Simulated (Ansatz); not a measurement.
Coupled-cluster run, `N/C=C/[SiH2]S`.

```yaml
crystal:
  periodic: [false, false, false]
  atoms:
    - {symbol: N, position_ang: [-0.756642, 1.923484, 1.526377]}
    - {symbol: C, position_ang: [-0.493778, 1.106704, 0.469518]}
    - {symbol: C, position_ang: [-0.138931, -0.189917, 0.520465]}
    - {symbol: Si, position_ang: [0.119444, -1.157002, -1.005576]}
    - {symbol: S, position_ang: [2.184778, -1.754802, -1.091208]}
    - {symbol: H, position_ang: [-0.497425, 1.618017, 2.448473]}
    - {symbol: H, position_ang: [-0.764780, 2.916078, 1.381163]}
    - {symbol: H, position_ang: [-0.635503, 1.591430, -0.494170]}
    - {symbol: H, position_ang: [0.005114, -0.654561, 1.494400]}
    - {symbol: H, position_ang: [-0.241234, -0.296630, -2.167740]}
    - {symbol: H, position_ang: [-0.687981, -2.405470, -1.079221]}
    - {symbol: H, position_ang: [1.983839, -2.752431, -1.968478]}
basis:
  gaussian: {orbitals: def2-SVP}
correlation: {method: ccsd_t}
```

```sh
$ ansatz run in.yaml --threads 4 --pin off --events-out ev --progress --plain --max-ram 10444MiB
```

Log, shortened:

```
Functional definition: HF
1126 factors; integrals over basis functions are off by at most 1.3e-3 eV
mean field evaluation 1: about -22321.9327 eV, gradient 3.1e1 eV
mean field evaluation 2: about -22321.9382 eV, gradient 3.1e1 eV
mean field evaluation 4: about -22324.8808 eV, gradient 3.2e0 eV
mean field evaluation 8: about -22324.9217 eV, gradient 2.1e-4 eV
mean field -22324.92174203 eV, -820.4257416441 hartree, gradient 1.5e-6 eV, S^2 0.000000; 0 other end points of the search recorded, 0 dependent functions left out
13 core orbitals not correlated: weight in the atoms' cores, before any rotation towards them, 1.000 or more for the frozen orbitals, at most 0.000 for the correlated occupied ones
reference -22324.92174203 eV, -820.4257416441 hartree; 15, 15 occupied and 85, 85 virtual orbitals, 1126 factors
second order -18.04884707 eV of doubles, -0.00000000 eV of singles
cycle   1  -19.06162675 eV  change    -1.0e0 eV  update   9.9e-2
cycle   2  -19.59058867 eV  change   -5.3e-1 eV  update   3.0e-2
cycle   3  -19.69435913 eV  change   -1.0e-1 eV  update   1.4e-2
cycle   4  -19.69158642 eV  change    2.8e-3 eV  update   3.9e-3
cycle   5  -19.69060989 eV  change    9.8e-4 eV  update   1.4e-3
cycle   6  -19.69046786 eV  change    1.4e-4 eV  update   4.8e-4
cycle   7  -19.69033125 eV  change    1.4e-4 eV  update   1.4e-4
cycle   8  -19.69033704 eV  change   -5.8e-6 eV  update   5.6e-5
cycle   9  -19.69034613 eV  change   -9.1e-6 eV  update   2.3e-5
perturbative correction -0.63515576 eV, -0.0233415438 hartree
Total energy: -22345.24724392 eV, -821.1726900614 hartree
```

Hardware: 4 threads of an Arm Neoverse V2 on a shared host. Wall time 6 s, peak host memory 0.59 GiB.

The correlation energy is -20.326 eV, 3.1 % of it from (T); the T1 diagnostic reads 0.0121.
